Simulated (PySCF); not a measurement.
H2MoO2S2, SMILES [OH][Mo]([OH])(=[S])=[S], multiplicity 1.

The structure is a stationary point at PBE0-D3(BJ)/def2-SVP. The geometry has at least one imaginary mode, so it is a saddle point at that level. The multiplicity is an assumed one; other spin states were not compared. The def2 effective core potentials stand for the cores of Mo; spin–orbit coupling is left out. Other conformers were not sampled.

All values below come from PBE0-D3(BJ)/def2-SVP in PySCF 2.14.0.

Frequencies are harmonic and unscaled.

```
mode  ν (cm⁻¹)  IR (km/mol)  Raman (Å⁴/amu)  depolarisation  moving atoms (share of kinetic energy)
----  --------  -----------  --------------  --------------  --------------------------------------
1         201i          0.0             8.4            0.75                                  H 95 %
2          67i        349.7             2.3            0.75                                  H 97 %
3          189          7.2             3.7            0.75         S 35 %, O 28 %, Mo 26 %, H 12 %
4          205          1.2             8.9            0.74                          S 67 %, O 25 %
5          211          7.7             2.3            0.26         O 51 %, S 19 %, Mo 17 %, H 12 %
6          215          0.0             4.9            0.75                          O 69 %, S 30 %
7          229          4.5             1.9            0.75                 O 64 %, S 20 %, Mo 15 %
8          504        151.7             2.7            0.75                          H 71 %, O 28 %
9          551         81.0            14.4            0.13                  H 46 %, S 37 %, O 13 %
10         584        166.2            21.7            0.04                 S 43 %, H 36 %, Mo 14 %
11         585        100.4             8.2            0.75                         S 66 %, Mo 34 %
12         741        121.7             9.0            0.12                         O 82 %, Mo 12 %
13         783         78.7             4.7            0.75                 O 62 %, Mo 22 %, H 15 %
14        3904        618.9            28.0            0.75                                  H 94 %
15        3908         35.4           222.0            0.24                                  H 94 %
```
